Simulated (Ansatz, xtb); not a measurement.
# Two isomers of FH4OSi2+

Structure I is `F[SiH+]O[SiH3]`, a singlet and structure II is `F[Si@@H]1[OH+][SiH2]1`, a singlet. Both are isolated ions in the gas phase, relaxed with B3LYP-D3(BJ)/def2-SVP; the shapes shown needn't be the lowest conformers.

I (Å):

```yaml
atoms:
  - { symbol: F, position_ang: [0.1321, 2.3728, 2.0265] }
  - { symbol: O, position_ang: [1.8873, 0.9632, 0.5079] }
  - { symbol: Si, position_ang: [1.4563, 1.5352, 1.8844] }
  - { symbol: Si, position_ang: [2.0802, 0.4632, -1.1807] }
  - { symbol: H, position_ang: [2.2202, 1.3476, 3.1150] }
  - { symbol: H, position_ang: [2.2234, -1.0032, -1.0852] }
  - { symbol: H, position_ang: [3.3012, 1.1768, -1.6058] }
  - { symbol: H, position_ang: [0.8420, 0.9166, -1.8468] }
```

II (Å):

```xyz
8

F    -1.0250    0.1724    0.6711
O     1.0064   -1.5548   -0.0716
Si   -0.4257   -1.2743    0.9780
Si   -0.2385   -2.7493   -0.7373
H    -0.0952   -1.4479    2.4007
H     1.9117   -1.2279   -0.2440
H    -0.6121   -2.3466   -2.1078
H     0.2512   -4.1274   -0.5328
```

Task: Estimate which is lower in electronic energy at CCSD(T)/def2-TZVP, and by roughly how much.

Result: The CCSD(T)/def2-TZVP calculation puts structure I lower, by 91.4 kJ/mol.

The same difference at several levels:

```tsv
level	geometry	E(II) − E(I) (kJ/mol)	departure from the last row (kJ/mol)	job, with rough time for the two
B3LYP-D3(BJ)/def2-SVP	B3LYP-D3(BJ)/def2-SVP	+68.6	−22.8	optimisation, 25 s
HF/def2-TZVP	B3LYP-D3(BJ)/def2-SVP	+116.0	+24.5	part of the CCSD(T) run
MP2/def2-TZVP	B3LYP-D3(BJ)/def2-SVP	+97.6	+6.1	part of the CCSD(T) run
CCSD(T)/def2-TZVP	B3LYP-D3(BJ)/def2-SVP	+91.4		single point, 47 s
```

As drawn, II has 1 Si–Si, 1 O–H in place of 1 Si–H. Structure I has no ring, II a 3-membered ring.

The levels shown agree on the order. The largest departure from CCSD(T)/def2-TZVP is that of HF/def2-TZVP, 24.5 kJ/mol. Levels run at GFN2-xTB geometries aren't shown.

With harmonic frequencies from B3LYP-D3(BJ)/def2-SVP (ideal gas, rigid rotor, one conformer each, 298.15 K, 1 atm): on the last row, ΔE + ΔZPE = +96.8 kJ/mol. A mode under 50 cm⁻¹ makes harmonic enthalpies and free energies unreliable, so none is given.

The correlated steps freeze 12 core orbitals. Codes used: Ansatz 0.2.0; the last row on 2 threads of Intel(R) Xeon(R) Platinum 8259CL CPU @ 2.50GHz (Skylake/Cascade Lake) on a shared host.
